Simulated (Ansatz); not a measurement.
The same path of CH5BCl2O (10 atoms, charge 0, multiplicity 1) was run twice with different band settings. Lost on the way: B1–Cl2, O5–H10. Made: Cl2–H10.

Theory: RKS PBE0-D4/def2-SVP (Ansatz 0.2.0).

Relaxed end points:

```xyz
10
Properties=species:S:1:pos:R:3
B -0.114 -0.146 0.194
Cl 0.388 0.629 1.766
H 0.690 -0.074 -0.704
Cl -1.830 0.251 -0.306
O -0.120 -1.708 0.612
C -0.658 -2.690 -0.283
H -0.494 -3.683 0.154
H -1.722 -2.493 -0.470
H -0.093 -2.594 -1.217
H -0.489 -1.765 1.509
```

```xyz
10
Properties=species:S:1:pos:R:3
B -0.239 -0.210 -0.807
Cl 0.263 -1.341 3.212
H 0.203 0.869 -0.516
Cl -0.753 -0.541 -2.457
O -0.331 -1.150 0.149
C -0.830 -2.466 -0.043
H -0.194 -3.020 -0.749
H -0.815 -2.960 0.937
H -1.859 -2.439 -0.432
H 0.114 -1.013 1.962
```

Common settings: movable images 9; climbing image yes; spring 5.0 eV/Å²; optimiser quadratic models (default); force threshold 0.03 eV/Å; iteration limit 60; end points relaxed.

| run | start path |
| --- | --- |
| 1 | through a guess of the saddle point |
| 2 | straight line |

(1) What does each run give, and how far can it be trusted?

Answers

(1) Run 1: converged after 22 iterations, highest image 0.781 eV above the first end. A vibrational analysis at the climbing image gives one clearly imaginary mode, 994i cm⁻¹: a first-order saddle point.
Run 2: converged after 28 iterations, highest image 0.781 eV above the first end. Another band between the same ends (9 images) ends at a top of the same energy, where a vibrational analysis finds 1 clearly imaginary mode.
The orbitals stay closed-shell, which can raise the energy where a bond breaks towards radicals; this wasn't checked here.
